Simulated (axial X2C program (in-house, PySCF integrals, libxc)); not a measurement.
## Working with the constants of SrSe⁻

A bond curve at the PBE0 level, two-component, was computed with an in-house all-electron X2C program for linear molecules (integrals from PySCF) (basis Sr dyall-acv3z [14s13p9d6f1g], Se dyall-acv3z [9s10p7d5f1g] (cores contracted in-house)) for the state Ω = 1/2 (⟨Sz⟩ = 0.50, ⟨Lz⟩ = 0.00 at PBE0). Its fit gives Re = 2.6602 Å, ωe = 239.9 cm⁻¹, ωexe = 0.578 cm⁻¹ and αe = 1.745e-04 cm⁻¹; the masses are 87.9056 and 79.9165 u. Two-component means X2C with spin–orbit coupling and atomic mean-field Coulomb and Gaunt terms.

Find the reduced mass, Be and the force constant.

From the PBE0 values: μ = 41.8604 u. Be = 16.8576/(μ Re²) = 0.05691 cm⁻¹. k = 5.8918×10⁻⁷ μ ωe² = 1.42 mdyn/Å.

Estimate De from a Morse curve and compare with the computed well depth of 2.503 eV to Sr + Se-.

De(Morse) = ωe²/(4ωexe) = 3.086 eV against 2.503 eV computed, a ratio of 1.23. The extrapolation overshoots: the well softens faster than a Morse curve, or the lowest atomic limit lies below the one to which the curve heads.

Estimate the centrifugal constant by the Kratzer relation.

D = 4Be³/ωe² = 1.28e-08 cm⁻¹.

Where do the fundamental and the first overtone lie?

ν(1←0) = ωe − 2ωexe = 238.7 cm⁻¹; ν(2←0) = 2ωe − 6ωexe = 476.3 cm⁻¹.

A Morse curve ties αe to the other constants (Pekeris). How well does that hold?

αe(Morse) = 6Be²/ωe × (√(ωexe/Be) − 1) = 1.771e-04 cm⁻¹; the PBE0 curve gives 1.745e-04 cm⁻¹, a ratio of 1.02.

Occupations by symmetry block were frozen at the best pattern of an incomplete PBE0 search. De is counted from the lowest determinant-based energies of the atoms at the same level, without counterpoise correction. Density functionals use the spin component along the axis (collinear). Without a current term, density functionals place determinants with orbital angular momentum somewhat too high. The highest occupied level of some functionals is positive through self-interaction error; at Hartree–Fock it is bound.
